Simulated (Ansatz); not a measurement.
Input file for C2H6GeO2, SMILES `CC(=O)[O][GeH3]`:

```yaml
crystal:
  periodic: [false, false, false]
  atoms:
    - {symbol: C, position_ang: [-0.090474, -1.581416, 1.218867]}
    - {symbol: C, position_ang: [-0.290492, -0.567804, 0.135392]}
    - {symbol: O, position_ang: [-1.119195, -0.649998, -0.741095]}
    - {symbol: O, position_ang: [0.544505, 0.461457, 0.221681]}
    - {symbol: Ge, position_ang: [0.290166, 1.698243, -1.108113]}
    - {symbol: H, position_ang: [-0.791466, -2.402637, 1.093689]}
    - {symbol: H, position_ang: [0.935457, -1.952940, 1.189061]}
    - {symbol: H, position_ang: [-0.234364, -1.109004, 2.192449]}
    - {symbol: H, position_ang: [-1.116612, 2.283817, -0.984674]}
    - {symbol: H, position_ang: [1.370938, 2.720601, -0.735552]}
    - {symbol: H, position_ang: [0.566739, 1.042679, -2.461205]}
basis:
  gaussian: {orbitals: def2-SVP}
correlation: {method: ccsd_t}
```

```sh
$ ansatz run in.yaml --threads 4 --pin off --events-out ev --progress --plain
```

The program prints (abridged):

```
Functional definition: HF
1173 factors; integrals over basis functions are off by at most 1.4e-3 eV
mean field evaluation 1: about -62688.8587 eV, gradient 4.3e1 eV
mean field evaluation 2: about -62688.9390 eV, gradient 4.3e1 eV
mean field evaluation 4: about -62692.8213 eV, gradient 4.0e0 eV
mean field evaluation 8: about -62692.8859 eV, gradient 4.6e-1 eV
mean field evaluation 16: about -62692.7258 eV, gradient 4.0e0 eV
mean field -62692.88734733 eV, -2303.9211152489 hartree, gradient 5.0e-6 eV, S^2 0.000000; 0 other end points of the search recorded, 0 dependent functions left out
13 core orbitals not correlated: weight in the atoms' cores, before any rotation towards them, 1.000 or more for the frozen orbitals, at most 0.000 for the correlated occupied ones
reference -62692.88734733 eV, -2303.9211152489 hartree; 20, 20 occupied and 85, 85 virtual orbitals, 1173 factors
second order -23.58890400 eV of doubles, -0.00000000 eV of singles
cycle   1  -23.54320435 eV  change    4.6e-2 eV  update   1.3e-1
cycle   2  -24.28048516 eV  change   -7.4e-1 eV  update   3.8e-2
cycle   3  -24.45290090 eV  change   -1.7e-1 eV  update   2.0e-2
cycle   4  -24.43560717 eV  change    1.7e-2 eV  update   4.7e-3
cycle   5  -24.43557009 eV  change    3.7e-5 eV  update   2.0e-3
cycle   6  -24.43613496 eV  change   -5.6e-4 eV  update   5.4e-4
cycle   7  -24.43576555 eV  change    3.7e-4 eV  update   2.3e-4
cycle   8  -24.43571488 eV  change    5.1e-5 eV  update   6.5e-5
cycle   9  -24.43575078 eV  change   -3.6e-5 eV  update   2.5e-5
perturbative correction -0.73913839 eV, -0.0271628349 hartree
Total energy: -62718.06223650 eV, -2304.8462753620 hartree
```

Hardware: 4 threads of a server CPU on a shared host. Wall time 6 s, peak host memory 0.7 GiB.

Correlation energy per correlated electron: -0.629 eV. T1 diagnostic: 0.0140.
